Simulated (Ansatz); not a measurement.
Basis-set extrapolation for `C[NH][AlH][Cl]` (PBE0-D4/def2-TZVP geometry, frozen core, Ansatz). Multiplicity 1, RHF reference.

```tsv
	def2-TZVPP	def2-QZVPP
HF	-796.808862	-796.833636
MP2 correlation	-0.654856	-0.707112
CCSD(T) correlation	-0.725520	-0.774973
```

Energies in hartree. Use E(X) = E(∞) + A·exp(−7.88·√X) for Hartree–Fock and E(X) = E(∞) + B·X^(−2.97) for correlation, with X = 3 and 4.

Problem. What is the CCSD(T) energy at the basis-set limit?

Solution. HF limit: -796.833636 + (-0.024774) × 0.13774 = -796.83705. Correlation limit: -0.774973 + (-0.049453) × 0.74074 = -0.81160. Total: -797.64865 hartree, 3.11 eV below CCSD(T)/def2-TZVPP.
